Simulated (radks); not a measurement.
Species: Pm III. Configuration: [Xe] 4f5. Calculated with a radial shooting solver on a logarithmic mesh with Libxc functionals: Dirac Kohn-Sham, PBE, spin-unpolarised, spherical densities, finite nucleus; open shells are shared between the two j in proportion to 2j + 1; Fermi nuclear charge, rms radius 4.962 fm. Some entries of the table are withheld. Estimate them.

orbital,occ.,eigenvalue (eV),r(max) (bohr),<1/r> (bohr^-1)
1s1/2,2,-44987.67,0.01479,67.42
2s1/2,2,-7322.149,0.08396,(1)
2p1/2,2,-6934.929,0.06370,15.97
2p3/2,4,-6374.699,0.06924,14.30
3s1/2,2,-1606.839,0.2388,5.804
3p1/2,2,-1440.761,0.2258,(2)
3p3/2,4,-1328.104,0.2376,(3)
3d3/2,4,-1039.403,0.1898,5.169
3d5/2,6,-1014.988,0.1932,5.063
4s1/2,2,(4),0.5524,2.414
4p1/2,2,-266.7103,0.5590,(5)
4p3/2,4,-242.1361,0.5843,(6)
4d3/2,4,-138.2055,0.5981,1.947
4d5/2,6,-133.8391,0.6063,1.911
5s1/2,2,-54.9699,1.291,0.9229
5p1/2,2,-38.0707,1.414,0.8113
5p3/2,4,-34.7683,1.488,0.7624
4f5/2,2.14286,-15.4461,(7),1.320
4f7/2,2.85714,-14.9716,(8),1.304

Answer. 
(1) 2s1/2 <1/r> (bohr^-1): 15.99
(2) 3p1/2 <1/r> (bohr^-1): 5.718
(3) 3p3/2 <1/r> (bohr^-1): 5.297
(4) 4s1/2 eigenvalue (eV): -329.9029
(5) 4p1/2 <1/r> (bohr^-1): 2.308
(6) 4p3/2 <1/r> (bohr^-1): 2.167
(7) 4f5/2 r(max) (bohr): 0.6343
(8) 4f7/2 r(max) (bohr): 0.6395
